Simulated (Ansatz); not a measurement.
# A cut through the energy surface

CH5NSSi (SMILES CS[Si]N), singlet, at its PBE0-D4/def2-TZVP minimum:

C1  (-0.473, 0.417, -1.869)
S2  (0.690, 0.400, -0.477)
Si3  (-0.528, -0.530, 1.018)
N4  (0.607, -0.524, 2.296)
H5  (-0.632, 1.445, -2.191)
H6  (-1.430, -0.019, -1.574)
H7  (-0.056, -0.160, -2.693)
H8  (1.552, -0.171, 2.277)
H9  (0.360, -0.904, 3.195)
(Å)

The angle H5–C1–S2 (109.2° at the minimum) is set to the values below, H5, with anything bonded beyond it, turning rigidly in the plane of the angle. Each method's energies count from its own value at the PBE0-D4 minimum structure. Computed with Ansatz 0.2.0 (basis: def2-TZVPP); correlated methods freeze the cores. B3LYP uses VWN-RPA correlation.

```json
{"angle (°)": "91.2", "CCSD(T) (eV)": "0.296", "PBE-D4 (eV)": "0.276", "r2SCAN-D4 (eV)": "0.289", "B3LYP-D4 (eV)": "0.299"}
{"angle (°)": "95.7", "CCSD(T) (eV)": "0.166", "PBE-D4 (eV)": "0.154", "r2SCAN-D4 (eV)": "0.161", "B3LYP-D4 (eV)": "0.169"}
{"angle (°)": "100.2", "CCSD(T) (eV)": "?", "PBE-D4 (eV)": "0.069", "r2SCAN-D4 (eV)": "0.071", "B3LYP-D4 (eV)": "0.076"}
{"angle (°)": "104.7", "CCSD(T) (eV)": "?", "PBE-D4 (eV)": "0.017", "r2SCAN-D4 (eV)": "0.018", "B3LYP-D4 (eV)": "0.020"}
{"angle (°)": "109.2", "CCSD(T) (eV)": "0.000", "PBE-D4 (eV)": "0.000", "r2SCAN-D4 (eV)": "0.000", "B3LYP-D4 (eV)": "0.000"}
{"angle (°)": "113.7", "CCSD(T) (eV)": "0.016", "PBE-D4 (eV)": "0.016", "r2SCAN-D4 (eV)": "0.017", "B3LYP-D4 (eV)": "0.015"}
{"angle (°)": "118.2", "CCSD(T) (eV)": "?", "PBE-D4 (eV)": "0.064", "r2SCAN-D4 (eV)": "0.068", "B3LYP-D4 (eV)": "0.064"}
{"angle (°)": "122.7", "CCSD(T) (eV)": "0.153", "PBE-D4 (eV)": "0.144", "r2SCAN-D4 (eV)": "0.153", "B3LYP-D4 (eV)": "0.148"}
{"angle (°)": "127.2", "CCSD(T) (eV)": "0.272", "PBE-D4 (eV)": "0.256", "r2SCAN-D4 (eV)": "0.271", "B3LYP-D4 (eV)": "0.264"}
```

Question: Fill in the withheld CCSD(T) values. (An estimate is asked for; the value comes from the calculation.)

Answer: Computed: 0.074 eV at 100.2°; 0.019 eV at 104.7°; 0.067 eV at 118.2°. These count from the CCSD(T) energy at the PBE0-D4 minimum.

Minimum and curvature along this coordinate at CCSD(T): A fifth-order fit through the nearest points gives 109.3°, with a curvature of about 1.7 meV/deg².

Largest difference from the CCSD(T) curve over the scan: PBE0-D4 0.010; wB97M-V 0.009; HF 0.051; MP2 0.006 eV. Each curve counts from its own value at the minimum.

No T1 diagnostic of these runs exceeds 0.014.

For scale, one of the runs: CCSD(T)/def2-TZVPP, 216 basis functions (an equivalent command: `ansatz run in.yaml --threads 4`). Hardware: 4 CPU threads, shared host. Wall time 32 s; peak host memory 3 GiB.
